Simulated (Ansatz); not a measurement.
Ansatz (an electronic-structure program) input (B3LYP-D3(BJ)/def2-TZVP):

Ansatz 0.2 input:
```yaml
crystal:
  periodic: [false, false, false]
  atoms:
    - {symbol: Si, position_ang: [-0.53637960, 0.67544624, 0.09252691]}
    - {symbol: Br, position_ang: [0.75356592, -0.94894226, -0.12999213]}
    - {symbol: F, position_ang: [-0.03648617, 2.12641680, 0.15686923]}
    - {symbol: F, position_ang: [-2.05967970, 0.51322004, 0.20472496]}
basis:
  gaussian:
    orbitals: def2-TZVP
hamiltonian:
  xc: b3lyp
  dispersion: d3bj
total_charge: 1
phonons: {temperatures: {t_min: 298.15, t_max: 298.15, t_step: 100}}
```

Output:

```
Functional definition: B3LYP
integrals: 0.06 GiB planned
986 factors; their error is unknown
mean field: 0.61 GiB planned
mean field evaluation 1: about -83345.9596 eV, gradient 8.8e1 eV
mean field evaluation 2: about -83312.2536 eV, gradient 1.7e2 eV
mean field evaluation 4: about -83356.1959 eV, gradient 4.7e0 eV
mean field evaluation 8: about -83356.6200 eV, gradient 3.5e-1 eV
mean field evaluation 16: about -83356.6201 eV, gradient 3.0e-5 eV
mean field -83356.62008639 eV, -3063.2992870283 hartree, gradient 3.0e-5 eV, S^2 0.000000; 0 other end points of the search recorded, 0 dependent functions left out
the calculation of the forces begins
reference -83356.62028134 eV, -3063.2992941926 hartree; 33, 33 occupied and 114, 114 virtual orbitals, 986 factors
these checks for a lower state are left out or cut short: stability, starts, cluster_reference, orbital_swaps, neighbouring_geometries, increment
integrals: 0.06 GiB planned
986 factors; their error is unknown
mean field: 0.61 GiB planned
mean field -83356.61995566 eV, -3063.2992822243 hartree, gradient 1.5e-6 eV, S^2 0.000000; 0 other end points of the search recorded, 0 dependent functions left out
the calculation of the forces begins
reference -83356.62015059 eV, -3063.2992893876 hartree; 33, 33 occupied and 114, 114 virtual orbitals, 986 factors
these checks for a lower state are left out or cut short: stability, starts, cluster_reference, orbital_swaps, neighbouring_geometries, increment
integrals: 0.06 GiB planned
986 factors; their error is unknown
mean field: 0.61 GiB planned
mean field -83356.61996055 eV, -3063.2992824038 hartree, gradient 1.6e-6 eV, S^2 0.000000; 0 other end points of the search recorded, 0 dependent functions left out
the calculation of the forces begins
reference -83356.62015553 eV, -3063.2992895693 hartree; 33, 33 occupied and 114, 114 virtual orbitals, 986 factors
these checks for a lower state are left out or cut short: stability, starts, cluster_reference, orbital_swaps, neighbouring_geometries, increment
integrals: 0.06 GiB planned
986 factors; their error is unknown
mean field: 0.60 GiB planned
mean field evaluation 32: about -83356.2341 eV, gradient 1.1e-4 eV
mean field -83356.62009418 eV, -3063.2992873147 hartree, gradient 1.6e-6 eV, S^2 0.000000; 0 other end points of the search recorded, 0 dependent functions left out
the calculation of the forces begins
reference -83356.62028916 eV, -3063.2992944802 hartree; 33, 33 occupied and 114, 114 virtual orbitals, 986 factors
these checks for a lower state are left out or cut short: stability, starts, cluster_reference, orbital_swaps, neighbouring_geometries, increment
integrals: 0.06 GiB planned
986 factors; their error is unknown
mean field: 0.60 GiB planned
mean field -83356.62002777 eV, -3063.2992848741 hartree, gradient 1.5e-6 eV, S^2 0.000000; 0 other end points of the search recorded, 0 dependent functions left out
the calculation of the forces begins
reference -83356.62022269 eV, -3063.2992920372 hartree; 33, 33 occupied and 114, 114 virtual orbitals, 986 factors
these checks for a lower state are left out or cut short: stability, starts, cluster_reference, orbital_swaps, neighbouring_geometries, increment
integrals: 0.06 GiB planned
986 factors; their error is unknown
mean field: 0.61 GiB planned
mean field -83356.62006211 eV, -3063.2992861360 hartree, gradient 1.6e-6 eV, S^2 0.000000; 0 other end points of the search recorded, 0 dependent functions left out
the calculation of the forces begins
reference -83356.62025708 eV, -3063.2992933012 hartree; 33, 33 occupied and 114, 114 virtual orbitals, 986 factors
these checks for a lower state are left out or cut short: stability, starts, cluster_reference, orbital_swaps, neighbouring_geometries, increment
integrals: 0.06 GiB planned
986 factors; their error is unknown
mean field: 0.61 GiB planned
mean field -83356.62006397 eV, -3063.2992862046 hartree, gradient 1.5e-6 eV, S^2 0.000000; 0 other end points of the search recorded, 0 dependent functions left out
the calculation of the forces begins
reference -83356.62025890 eV, -3063.2992933680 hartree; 33, 33 occupied and 114, 114 virtual orbitals, 986 factors
these checks for a lower state are left out or cut short: stability, starts, cluster_reference, orbital_swaps, neighbouring_geometries, increment
integrals: 0.06 GiB planned
986 factors; their error is unknown
mean field: 0.61 GiB planned
mean field evaluation 64: about -83356.6200 eV, gradient 5.3e-5 eV
mean field -83356.62004410 eV, -3063.2992854744 hartree, gradient 1.6e-6 eV, S^2 0.000000; 0 other end points of the search recorded, 0 dependent functions left out
the calculation of the forces begins
reference -83356.62023907 eV, -3063.2992926393 hartree; 33, 33 occupied and 114, 114 virtual orbitals, 986 factors
these checks for a lower state are left out or cut short: stability, starts, cluster_reference, orbital_swaps, neighbouring_geometries, increment
integrals: 0.06 GiB planned
986 factors; their error is unknown
mean field: 0.61 GiB planned
mean field -83356.61999711 eV, -3063.2992837475 hartree, gradient 1.6e-6 eV, S^2 0.000000; 0 other end points of the search recorded, 0 dependent functions left out
the calculation of the forces begins
reference -83356.62019205 eV, -3063.2992909113 hartree; 33, 33 occupied and 114, 114 virtual orbitals, 986 factors
Total energy: -83356.78343040 eV, -3063.3052898102 hartree
Atom 0 at    -0.536380     0.675446     0.092527 Å, force    -0.000005     0.000006     0.000001 eV/Å
Atom 1 at     0.753566    -0.948942    -0.129992 Å, force     0.000104    -0.000132    -0.000018 eV/Å
Atom 2 at    -0.036486     2.126417     0.156869 Å, force     0.000165     0.000234     0.000004 eV/Å
Atom 3 at    -2.059680     0.513220     0.204725 Å, force    -0.000264    -0.000108     0.000014 eV/Å
Dipole moment:    -0.067143     0.084551     0.011582 e Å
Vibrations: 200.30 271.58 287.35 493.30 997.40 1122.84 cm⁻¹, zero-point energy 0.209085 eV
```
